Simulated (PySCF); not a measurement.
Atom-mapped SMILES (the numbers label the heavy atoms): `[CH2:1]=[CH:2][CH2:3]/[P:4]=[P:5]/[N:6]([CH3:7])[CH3:8]`. Hydrogens are named by the atom that carries them. Ha(C1) is cis to C3; Hb(C1) is trans to C3.

- shielding tensors at PBE0/pcSseg-1 (GIAO)
- GFN2-xTB structure
- code: PySCF 2.14
- a single conformation, non-relativistic Hamiltonian, averaged over atoms made equivalent by symmetry, fast rotation or ring inversion, no solvent model

Problem. List the cross peaks expected in HSQC, COSY and HMBC spectra.

Solution. 

HSQC (one-bond C–H):
```csv
δH,δC
5.60 (H(C2)),150.6 (C2)
5.31 (Ha(C1)),117.6 (C1)
5.02 (Hb(C1)),117.6 (C1)
3.38 (H(C3)),33.1 (C3)
3.33 (H(C7)/H(C8)),47.9 (C7/C8)
```

COSY cross peaks (H two or three bonds apart, from the bond graph; peaks can be absent where the dihedral angle is near 90°):
```csv
δH,δH
5.60 (H(C2)),5.31 (Ha(C1))
5.60 (H(C2)),5.02 (Hb(C1))
5.60 (H(C2)),3.38 (H(C3))
5.31 (Ha(C1)),5.02 (Hb(C1))
```

HMBC (two and three bonds, from the bond graph):
```csv
δH,δC
5.60 (H(C2)),"117.6 (C1), 33.1 (C3)"
5.31 (Ha(C1)),"150.6 (C2), 33.1 (C3)"
5.02 (Hb(C1)),"150.6 (C2), 33.1 (C3)"
3.38 (H(C3)),"150.6 (C2), 117.6 (C1)"
3.33 (H(C7)/H(C8)),47.9 (C7/C8)
```

Chemical shifts δ = σref − σ; ¹H (σ = 31.72 ppm), ¹³C (σ = 186.93 ppm) vs TMS, all at this level.

Short H···H contacts in this conformer between protons four or more bonds apart (candidates for NOE cross peaks, intensity ∝ r⁻⁶): Ha(C1)···H(C3) 2.44 Å.

Shifts are as computed. Against solution values, carbons near 30 ppm lie about +3 ppm off and those near 130 ppm about +5 ppm. Of 1211 compounds with measured shifts, 218 miss one by over three times the rms of a fit or turn the order of signals round; such compounds aren't used in these exercises.
